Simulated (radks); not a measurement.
Values are calculated unless marked as measured or tabulated.
Ionisation of the manganese ion Mn4+, [Ar] 3d3, to Mn5+, [Ar] 3d2, under several functionals. Dirac Kohn-Sham, spin-unpolarised, spherical densities, finite nucleus; open shells fill j = l - 1/2 first; a radial shooting solver on a logarithmic mesh with Libxc functionals.

| functional | E(Mn4+) (hartree) | Exc (hartree) | IE (eV) | -e(HOMO) (eV) | <r> HOMO (bohr) | IE error (eV) |
|---|---|---|---|---|---|---|
| Wu-Cohen GGA | -1153.98496 | -49.92271 | 71.544 | 60.806 | 0.9650 | -0.866 |
| HCTH/407 | -1154.99975 | -51.01208 | 72.336 | 61.541 | 0.9589 | -0.074 |
| RPBE | -1154.58372 | -50.53062 | 71.434 | 60.707 | 0.9679 | -0.976 |
| LDA (Slater exchange, VWN5 correlation) | -1152.19504 | -48.08941 | 71.808 | 61.077 | 0.9649 | -0.602 |
| XLYP | -1154.90585 | -50.85038 | 71.522 | 60.800 | 0.9704 | -0.888 |
| OLYP | -1154.85636 | -50.84006 | 71.795 | 61.030 | 0.9653 | -0.615 |
| revPBE | -1154.53220 | -50.47923 | 71.426 | 60.695 | 0.9669 | -0.984 |
| BLYP | -1154.68587 | -50.62713 | 71.469 | 60.746 | 0.9694 | -0.941 |
| AM05 | -1152.38616 | -48.28907 | 71.491 | 60.759 | 0.9642 | -0.919 |

NIST Atomic Spectra Database: 72.4 eV (semi-empirical). Closest: HCTH/407. The Delta-SCF values span 0.91 eV, the total energies 2.80 hartree. The highest occupied level is 3d3/2. Spin polarisation and multiplet splitting are left out, so open shells lie too high by an amount that depends on their filling.

Beside tabulated values, note that spin-unpolarised runs miss the spin-polarisation part of the exchange energy of open shells.
